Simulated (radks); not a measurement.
Spherical quantum dot in the effective-mass picture: electrons in a parabolic well V = omega^2 r^2 / 2 with omega = 0.392, with a point charge +1 (a donor) at the centre, all in effective atomic units (hartree* = m*/eps^2 hartree, bohr* = eps/m* bohr), one dielectric constant everywhere. Method: non-relativistic Kohn-Sham, LDA (Slater exchange, Perdew-Wang correlation), spin-polarised, spherical densities; computed with a radial shooting solver with Libxc functionals. Levels are named by radial order and angular momentum (1s, 1p, 1d, 2s, ...), and open shells are averaged over m.

N = 43, configuration 1s2 1p6 1d10 2s2 1f14 2p6 1g(up 3, down 0). This is the lowest configuration that the search found. Occupied and some empty levels:

level,occupation,eigenvalue (hartree*),<r> (bohr*)
1s up,1,9.2556,2.864
1s down,1,9.2579,2.791
1p up,3,9.3876,4.567
1p down,3,9.3956,4.531
2s up,1,9.4462,3.897
2s down,1,9.4529,3.936
1d up,5,9.4971,5.058
1d down,5,9.5069,5.039
1f up,7,9.6254,5.409
1f down,7,9.6362,5.401
2p up,3,9.6992,4.384
2p down,3,9.7048,4.398
1g up,3,9.7717,5.695
1g down,0,9.7830,5.694
3s up,0,9.7944,4.396
3s down,0,9.7999,4.408
2d up,0,9.8782,4.875
2d down,0,9.8842,4.879
1h up,0,9.9345,5.942
1h down,0,9.9459,5.944

Energy (hartree*): total 245.963, kinetic 13.023, external 75.912, Hartree 168.73, exchange-correlation -11.704.
